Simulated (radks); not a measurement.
Problem. The sulfur ion S+, configuration [Ne] 3s2 3p3 (the NIST ground configuration). All-electron calculation, Dirac Kohn-Sham, PBE, spin-unpolarised, spherical densities, finite nucleus; open shells fill j = l - 1/2 first; Fermi nuclear charge, rms radius 3.2611 fm. Program: a radial shooting solver on a logarithmic mesh with Libxc functionals. Some entries of the table are withheld. Estimate them.

| orbital | occ. | eigenvalue (hartree) | r(max) (bohr) | <r^2> (bohr^2) |
|---|---|---|---|---|
| 1s1/2 | 2 | (1) | 0.06329 | 0.01263 |
| 2s1/2 | 2 | -8.20927 | 0.3882 | (2) |
| 2p1/2 | 2 | -6.21247 | 0.3246 | 0.2430 |
| 2p3/2 | 4 | -6.16602 | 0.3263 | 0.2453 |
| 3s1/2 | 2 | -1.01466 | 1.393 | 3.094 |
| 3p1/2 | 2 | (3) | 1.547 | 4.216 |
| 3p3/2 | 1 | (4) | 1.552 | 4.247 |

Solution. 
(1) 1s1/2 eigenvalue (hartree): -88.84653
(2) 2s1/2 <r^2> (bohr^2): 0.2728
(3) 3p1/2 eigenvalue (hartree): -0.61904
(4) 3p3/2 eigenvalue (hartree): -0.61541
